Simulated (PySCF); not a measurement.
C5H6BF, SMILES C#CC(=C)B(C)F.

The structure is a stationary point at PBE0-D3(BJ)/def2-SVP. This is a generated structure with no PubChem entry under its InChIKey; it may be hypothetical. Other conformers were not sampled.

The numbers are results of PBE0-D3(BJ)/def2-SVP in PySCF, not measurements.

Frequencies are harmonic and unscaled.

Q: Estimate the vibrational spectrum. (The exact figures need the calculation; the answer reports its results.)

A: 
```json
[
 {"mode": "1", "ν (cm⁻¹)": "33", "IR (km/mol)": "1.1", "moving atoms (share of kinetic energy)": "H 38 %, C 38 %, F 24 %"},
 {"mode": "2", "ν (cm⁻¹)": "49", "IR (km/mol)": "0.3", "moving atoms (share of kinetic energy)": "H 79 %, C 17 %"},
 {"mode": "3", "ν (cm⁻¹)": "129", "IR (km/mol)": "1.5", "moving atoms (share of kinetic energy)": "C 60 %, F 25 %, H 14 %"},
 {"mode": "4", "ν (cm⁻¹)": "226", "IR (km/mol)": "2.7", "moving atoms (share of kinetic energy)": "C 73 %, H 19 %"},
 {"mode": "5", "ν (cm⁻¹)": "271", "IR (km/mol)": "0.5", "moving atoms (share of kinetic energy)": "C 63 %, H 28 %"},
 {"mode": "6", "ν (cm⁻¹)": "347", "IR (km/mol)": "2.1", "moving atoms (share of kinetic energy)": "C 43 %, F 27 %, H 26 %"},
 {"mode": "7", "ν (cm⁻¹)": "392", "IR (km/mol)": "5.7", "moving atoms (share of kinetic energy)": "H 35 %, C 34 %, B 27 %"},
 {"mode": "8", "ν (cm⁻¹)": "406", "IR (km/mol)": "0.8", "moving atoms (share of kinetic energy)": "C 47 %, F 33 %, H 13 %"},
 {"mode": "9", "ν (cm⁻¹)": "542", "IR (km/mol)": "15.5", "moving atoms (share of kinetic energy)": "C 68 %, H 18 %, B 9 %"},
 {"mode": "10", "ν (cm⁻¹)": "578", "IR (km/mol)": "0.7", "moving atoms (share of kinetic energy)": "C 43 %, H 43 %, B 13 %"},
 {"mode": "11", "ν (cm⁻¹)": "673", "IR (km/mol)": "3.3", "moving atoms (share of kinetic energy)": "C 70 %, H 19 %, F 10 %"},
 {"mode": "12", "ν (cm⁻¹)": "688", "IR (km/mol)": "36.3", "moving atoms (share of kinetic energy)": "H 75 %, C 25 %"},
 {"mode": "13", "ν (cm⁻¹)": "694", "IR (km/mol)": "35.5", "moving atoms (share of kinetic energy)": "H 77 %, C 23 %"},
 {"mode": "14", "ν (cm⁻¹)": "747", "IR (km/mol)": "0.2", "moving atoms (share of kinetic energy)": "H 75 %, C 25 %"},
 {"mode": "15", "ν (cm⁻¹)": "858", "IR (km/mol)": "2.0", "moving atoms (share of kinetic energy)": "H 56 %, C 28 %, F 16 %"},
 {"mode": "16", "ν (cm⁻¹)": "878", "IR (km/mol)": "39.6", "moving atoms (share of kinetic energy)": "H 40 %, B 38 %, C 21 %"},
 {"mode": "17", "ν (cm⁻¹)": "928", "IR (km/mol)": "5.3", "moving atoms (share of kinetic energy)": "C 51 %, H 45 %"},
 {"mode": "18", "ν (cm⁻¹)": "989", "IR (km/mol)": "27.2", "moving atoms (share of kinetic energy)": "H 71 %, C 29 %"},
 {"mode": "19", "ν (cm⁻¹)": "1083", "IR (km/mol)": "108.0", "moving atoms (share of kinetic energy)": "B 40 %, H 39 %, C 20 %"},
 {"mode": "20", "ν (cm⁻¹)": "1271", "IR (km/mol)": "9.4", "moving atoms (share of kinetic energy)": "H 54 %, C 28 %, B 13 %"},
 {"mode": "21", "ν (cm⁻¹)": "1341", "IR (km/mol)": "223.3", "moving atoms (share of kinetic energy)": "C 42 %, B 32 %, H 21 %"},
 {"mode": "22", "ν (cm⁻¹)": "1380", "IR (km/mol)": "158.3", "moving atoms (share of kinetic energy)": "B 48 %, H 23 %, C 18 %, F 11 %"},
 {"mode": "23", "ν (cm⁻¹)": "1418", "IR (km/mol)": "76.3", "moving atoms (share of kinetic energy)": "H 78 %, C 15 %"},
 {"mode": "24", "ν (cm⁻¹)": "1428", "IR (km/mol)": "3.6", "moving atoms (share of kinetic energy)": "H 96 %"},
 {"mode": "25", "ν (cm⁻¹)": "1436", "IR (km/mol)": "20.0", "moving atoms (share of kinetic energy)": "H 86 %, C 9 %"},
 {"mode": "26", "ν (cm⁻¹)": "1672", "IR (km/mol)": "16.9", "moving atoms (share of kinetic energy)": "C 87 %, H 12 %"},
 {"mode": "27", "ν (cm⁻¹)": "2228", "IR (km/mol)": "2.1", "moving atoms (share of kinetic energy)": "C 91 %, H 9 %"},
 {"mode": "28", "ν (cm⁻¹)": "3057", "IR (km/mol)": "0.0", "moving atoms (share of kinetic energy)": "H 96 %"},
 {"mode": "29", "ν (cm⁻¹)": "3137", "IR (km/mol)": "1.5", "moving atoms (share of kinetic energy)": "H 91 %, C 9 %"},
 {"mode": "30", "ν (cm⁻¹)": "3168", "IR (km/mol)": "2.0", "moving atoms (share of kinetic energy)": "H 94 %"},
 {"mode": "31", "ν (cm⁻¹)": "3185", "IR (km/mol)": "7.3", "moving atoms (share of kinetic energy)": "H 91 %, C 9 %"},
 {"mode": "32", "ν (cm⁻¹)": "3276", "IR (km/mol)": "1.5", "moving atoms (share of kinetic energy)": "H 89 %, C 11 %"},
 {"mode": "33", "ν (cm⁻¹)": "3490", "IR (km/mol)": "82.6", "moving atoms (share of kinetic energy)": "H 86 %, C 14 %"}
]
```
